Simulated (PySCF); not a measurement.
Löwdin shares of the frontier orbitals

C₄H₁₁NSi₂.
Geometry (GFN2-xTB, Å), atoms numbered from 1 in this order:
```
atom  x, y, z in Å
C1     2.7138   -0.1724   -0.1939
N2     1.4571   -0.6418    0.3508
C3     0.3606    0.3238    0.3401
C4    -0.2349    0.5209   -1.0275
C5    -1.5283    0.3886   -1.3034
Si6   -2.7208   -0.0448    0.0932
Si7   -0.9896   -0.2263    1.6090
H8     3.0346    0.6994    0.3778
H9     3.4603   -0.9573   -0.0746
H10    2.6763    0.1080   -1.2567
H11    1.1621   -1.4843   -0.1334
H12    0.7949    1.2788    0.6620
H13    0.4783    0.7537   -1.8138
H14   -1.8675    0.5313   -2.3211
H15   -3.4906   -1.2437   -0.2722
H16   -3.7020    1.0355    0.2650
H17   -0.9791    0.6917    2.7542
H18   -0.6340   -1.5547    2.1130
```

Computed, not measured: PySCF 2.14.0, density-fitted response routines, TDDFT CAM-B3LYP/def2-SVPD, vertical, gas phase, core orbitals frozen in the response.

Kohn–Sham orbitals with the atoms that hold most of them (Löwdin shares over 4%, at most four atoms; ? is withheld):

| orbital | ε (eV) | atoms |
| --- | --- | --- |
| LUMO+2 | 1.29 | Si7 31%, Si6 25%, H17 8%, H15 6% |
| LUMO+1 | 1.04 | Si6 20%, Si7 18%, C5 11%, C4 6% |
| LUMO | 0.79 | C4 29%, C5 23%, Si6 12%, Si7 5% |
| HOMO | -7.59 | ? |
| HOMO-1 | -9.09 | ? |
| HOMO-2 | -9.31 | Si6 22%, Si7 21%, N2 10%, C3 10% |
| HOMO-3 | -10.34 | C3 22%, Si7 17%, C5 16%, Si6 8% |

Problem. Which atoms hold the HOMO-1, and with what shares?

Solution. C5 (bonded to C, Si and H) 30%; C4 (bonded to 2 C and H) 27%; Si6 (bonded to C, Si and 2 H) 11%; C3 (bonded to C, N, Si and H) 7%. By element: carbon 64% or more, silicon 11% or more.

Problem. Give the leading atoms of the HOMO.

Solution. N2 (bonded to 2 C and H) 48%; C3 (bonded to C, N, Si and H) 9%; C1 (bonded to N and 3 H) 9%; Si7 (bonded to C, Si and 2 H) 7%. By element: nitrogen 48%, carbon 18% or more, silicon 7% or more.

Problem. How does S1 compare with the orbital gap of 8.39 eV?

Solution. S1 is at 5.25 eV (f = 0.024), 3.13 eV below the gap, made of HOMO→LUMO (93%). 

Next come S2 at 5.68 eV (f 0.0029), HOMO→LUMO+1 (61%), HOMO→LUMO+2 (20%); S3 at 6.08 eV (f 0.020), HOMO→LUMO+2 (36%), HOMO→LUMO+4 (25%), HOMO→LUMO+1 (25%); S4 at 6.43 eV (f 0.0065), HOMO→LUMO+5 (25%), HOMO→LUMO+4 (18%), HOMO→LUMO+2 (16%); S5 at 6.47 eV (f 0.010), HOMO→LUMO+3 (51%), HOMO→LUMO+4 (19%).

One conformer stands for the species.
